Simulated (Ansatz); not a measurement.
Relaxation of AlBrH4O3 (9 atoms, charge 0, multiplicity 1), to a largest force component of 0.03 eV/Å in at most 50 steps.

Level of theory: Ansatz 0.2.0, RKS BHLYP-D4/def2-SVP.

```xyz
9
Properties=species:S:1:pos:R:3
Al -0.522 -0.796 -0.415
O 1.333 1.376 0.924
O -1.821 -0.687 0.632
O 0.473 -2.137 -0.406
H 1.234 1.832 0.082
Br -0.263 0.863 -2.091
H 0.845 1.912 1.549
H -2.536 -0.061 0.644
H 1.256 -2.302 -0.918
```

Problem. Where does it end, and by what steps?

Solution. The forces met the threshold. After 20 steps the energy has fallen by 1.078 eV; H7 moved furthest, 0.85 Å. Joined: Al1–O2.

```
step  energy less start (eV)  largest force component (eV/Å)  accepted
   0                  0.0000                           1.087       yes
   1                 -0.1691                           1.221       yes
   2                 -0.3111                           1.722       yes
   3                 -0.6353                           1.457       yes
   4                 -0.8080                           2.067       yes
   5                 -0.8828                           0.718       yes
   6                 -0.9278                           0.302       yes
   7                 -0.9639                           0.501       yes
   8                 -0.9834                           0.871       yes
   9                 -1.0068                           0.357       yes
  10                 -1.0247                           0.434       yes
  11                 -1.0393                           0.383       yes
  12                 -1.0290                           1.609        no
  13                 -1.0510                           0.267       yes
  14                 -1.0634                           0.205       yes
  15                 -1.0579                           1.213        no
  16                 -1.0712                           0.195       yes
  17                 -1.0743                           0.205       yes
  18                 -1.0620                           0.479        no
  19                 -1.0774                           0.037       yes
  20                 -1.0781                           0.016       yes
```

```xyz
9
Properties=species:S:1:pos:R:3
Al -0.167 -0.293 -0.315
O 0.913 0.981 0.685
O -1.464 0.055 0.744
O 0.536 -1.830 -0.256
H 1.186 1.741 0.166
Br -0.097 0.799 -2.335
H 0.301 1.280 1.368
H -2.240 -0.472 0.884
H 1.033 -2.260 -0.940
```

Run time: 61 s on 2 threads of Arm Neoverse V2 (shared host), peak memory 0.27 GiB.
